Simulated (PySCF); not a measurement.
C3H7BO2.

```xyz
13

B     -0.0104     0.2789     0.6345
C      0.8136     1.0266    -0.4709
C      0.6356     0.9591    -1.7965
H      1.5680     1.7342    -0.1028
H      1.2207     1.5706    -2.4920
H     -0.1169     0.3107    -2.2567
O     -0.1272     0.9050     1.8382
H     -0.6451     0.3695     2.4505
O     -0.6118    -0.9406     0.5221
C     -0.5328    -1.8061    -0.5735
H     -0.6703    -2.8373    -0.2147
H     -1.3300    -1.5952    -1.3068
H      0.4396    -1.7402    -1.0878
```

The structure is a stationary point at PBE0-D3(BJ)/def2-SVP. One conformer was computed; it need not be the lowest.

Computed with PBE/pcSseg-1 (PySCF). Non-relativistic, no solvent.

Q: Give the absolute GIAO shielding of each atom: isotropic value and principal components (ppm). (Estimate from the structure and the level; the computed values follow.)

A: 
```tsv
atom	σ(iso)	σ11	σ22	σ33	span
B1	71.4	60.1	66.8	87.2	27.1
C2	41.0	-73.6	30.5	166.0	239.6
C3	38.6	-79.8	35.8	159.9	239.7
H4	25.0	23.0	24.3	27.8	4.8
H5	24.9	22.3	24.8	27.6	5.3
H6	25.1	21.9	24.6	28.9	7.0
O7	195.9	91.0	240.9	255.9	164.9
H8	27.5	22.7	24.6	35.3	12.5
O9	220.3	74.5	273.0	313.3	238.8
C10	123.6	97.6	99.3	173.8	76.2
H11	27.4	23.3	25.8	33.1	9.7
H12	27.3	24.0	24.9	33.0	9.0
H13	27.1	23.9	26.4	31.1	7.2
```
